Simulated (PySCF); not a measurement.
# How the method changes the constants of PbSe⁺

State: ²Π (doublet), unpaired electrons π ↑. Set-up: Pb def2-SVP with ECP60, Se def2-SVP; scalar-relativistic core potentials (PySCF 2.14). De refers to Pb⁺ + Se in their high-spin ground configurations, without counterpoise correction. The functionals are run spin-unrestricted. A positive dipole points towards Se; it is taken about the centre of mass and depends on that origin.

| Level | Re (Å) | ωe (cm⁻¹) | De (eV) | μ (D) |
| --- | --- | --- | --- | --- |
| UHF | 2.599 | 235 | n/a | -3.25 |
| UHF-MP2 | 2.600 | 234 | n/a | n/a |
| UHF-SCS-MP2 | 2.607 | 231 | n/a | n/a |
| UHF-CCSD | 2.613 | 228 | n/a | n/a |
| UHF-CCSD(T) | 2.626 | 222 | n/a | n/a |
| PBE | 2.625 | 220 | n/a | -1.98 |
| PW91 | 2.624 | 220 | n/a | -1.93 |
| BP86 | 2.626 | 219 | n/a | -1.99 |
| r²SCAN | 2.605 | 228 | n/a | -2.27 |
| PBE0 | 2.595 | 232 | n/a | -2.36 |
| M06-2X | 2.602 | 233 | n/a | -2.97 |
| ωB97X | 2.573 | 242 | n/a | -2.62 |

The bond length runs from 2.573 Å (ωB97X) to 2.626 Å (BP86).

Correlated steps freeze 13 core orbitals. These are scalar-relativistic numbers at best; spin–orbit coupling would shift them, the dissociation energy most. The state was picked by a PBE0 search and need not be the measured ground state.

The whole job (state search and all levels along the bond) took about 2.5 min on 1 thread of AMD EPYC 9R14 (shared host), peak memory 0.77 GiB.
